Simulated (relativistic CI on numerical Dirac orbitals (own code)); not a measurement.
# Re66+: sensitivity of the levels to the model

Base calculation: Dirac-Coulomb-Breit CI, separate exchange-only KLI orbitals for each configuration, model QED, unscaled Slater integrals.

CI space (outside the closed core 1s2): 2s2.2p5, 2s.2p6, 2p6.3s, 2s2.2p4.3s, 2p6.3p, 2p6.3d, 2s2.2p4.3p, 2s2.2p4.3d, 2s.2p5.3s, 2s.2p5.3p, 2s.2p5.3d, 2s2.2p4.4s, 2s2.2p4.4p, 2s2.2p4.4d, 2s2.2p4.4f, 2s2.2p3.3s2. Levels of other configurations are missing.

Variants: (1) Breit term removed; (2) QED terms removed. Shifts of the energy above 2s2.2p5 2P°_3/2, in eV, for the lowest level and the first level of each name with at least 55 % of one term (blank where a level changes its place among those of its configuration and J or its character, or is not in the variant):

```csv
Level,Base,Δ(1),Δ(2)
2s2.2p5 2P°_3/2,0.0,0.0,0.0
2s2.2p5 2P°_1/2,1479.1,+16.7,-1.4
2s.2p6 2S_1/2,1968.8,-1.4,+17.5
2s2.2p4.3s 4P_5/2,8688.1,+19.0,-2.8
2s2.2p4.3s 2P_3/2,8699.4,+18.4,-2.8
2s2.2p4.3s 2S_1/2,8754.6,+9.6,-2.8
2s2.2p4.3p 2P°_1/2,8890.6,+4.7,+2.5
2s2.2p4.3p 4D°_7/2,9243.1,+20.1,+2.1
2s2.2p4.3d 2D_3/2,9457.5,+11.1,+3.1
2s2.2p4.3d 4F_9/2,9489.5,+24.4,+2.8
2s2.2p4.3d 2P_1/2,9503.9,+21.7,+2.8
2s2.2p4.3s 4P_3/2,10174.5,+31.8,-4.2
2s2.2p4.3s 2P_1/2,10184.4,+31.9,-4.2
2s2.2p4.3s 2D_5/2,10194.8,+40.6,-4.2
2s2.2p4.3s 2D_3/2,10201.3,+39.3,-4.2
2s.2p5.3s 4P°_5/2,10592.2,+20.2,+14.5
2s.2p5.3s 2P°_3/2,10621.2,+18.8,+14.5
2s.2p5.3s 2P°_1/2,10684.5,+18.0,+12.9
2s2.2p4.3p 4D°_5/2,10730.2,+32.0,+1.0
2s2.2p4.3p 2F°_7/2,10746.2,+41.9,+0.7
2s.2p5.3p 2D_3/2,10826.4,+12.6,+19.7
2s2.2p4.3d 4D_1/2,10871.1,+31.3,+1.7
```

At this charge energies of transitions that change n are usually good to better than 1 %, and those within a shell (Δn = 0) to a few per cent.

Ionisation energy from the two ground configurations alone: base 16408.2 eV; Breit term removed 16433.3 eV. The NIST ASD value (theoretical) is 16410 eV.

LS names give the leading component of a level, which can be under half, so a name can repeat, a term be missing and a line seem to break the LS rules.
